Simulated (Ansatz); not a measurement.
Geometry optimisation, RHF/def2-SVP (Ansatz 0.2.0).

Input:

```yaml
crystal:
  periodic: [false, false, false]
  atoms:
    - { symbol: Ge, position_ang: [-0.53233, 0.179405, -0.365391] }
    - { symbol: Ge, position_ang: [-0.185773, -0.298472, 3.201107] }
    - { symbol: H, position_ang: [-0.541537, -0.833917, 4.595554] }
    - { symbol: H, position_ang: [1.099038, -0.981744, 2.709119] }
    - { symbol: H, position_ang: [0.073849, 1.21628, 3.286079] }
    - { symbol: H, position_ang: [0.47269, 0.829116, 0.551359] }
    - { symbol: Cl, position_ang: [-0.572196, 1.205144, -2.259371] }
    - { symbol: Cl, position_ang: [-0.01113, -1.862706, -0.779417] }
    - { symbol: O, position_ang: [-2.155559, 0.242006, 0.298453] }
    - { symbol: H, position_ang: [-2.873231, 0.242057, -0.332017] }
    - { symbol: H, position_ang: [-1.350221, -0.54847, 2.217425] }
basis:
  gaussian: { orbitals: def2-SVP }
hamiltonian:
  xc: hf
relax:
  f_tol: 0.03
  max_steps: 50
```

Command:

```bash
$ ansatz run input.yaml --threads 4 --pin off --max-ram 5120MiB --backend cpu --events-out ev --progress --plain --runs-dir out
```

**Question.** Where does it end, and by what steps?

**Answer.** The run converged. The force dipped under the threshold on the way, but the program's further checks kept it going. After 20 steps the energy has fallen by 0.302 eV; H5 moved furthest, 1.07 Å.

```tsv
step	energy less start (eV)	largest force component (eV/Å)	accepted
0	0.0000	0.816	yes
1	-0.1684	0.308	yes
2	-0.2448	0.208	yes
3	-0.2724	0.702	yes
4	-0.2939	0.226	yes
5	-0.2962	0.058	yes
6	-0.2964	0.073	yes
7	-0.2977	0.008	yes
8	-0.2986	0.079	yes
9	-0.2992	0.065	yes
10	-0.2998	0.089	yes
11	-0.2999	0.058	yes
12	-0.3004	0.034	yes
13	-0.3007	0.018	yes
14	-0.3009	0.029	yes
15	-0.3003	0.209	no
16	-0.3013	0.050	yes
17	-0.3013	0.130	no
18	-0.3018	0.041	yes
19	-0.3015	0.068	no
20	-0.3021	0.024	yes
```

```xyz
11
Properties=species:S:1:pos:R:3
Ge -0.591 0.336 -1.221
Ge -0.118 -0.412 4.088
H -0.351 -1.135 5.420
H 1.142 -0.973 3.417
H 0.071 1.088 4.346
H 0.533 1.031 -0.492
Cl -0.848 1.152 -3.191
Cl -0.180 -1.757 -1.455
O -2.057 0.538 -0.316
H -2.855 0.146 -0.640
H -1.324 -0.625 3.167
```

Whether the end is a true minimum wasn't checked by a vibrational analysis.

Time of the run: 46 s on 4 threads of Arm Neoverse V1, with other jobs on the host, peak memory 0.44 GiB.
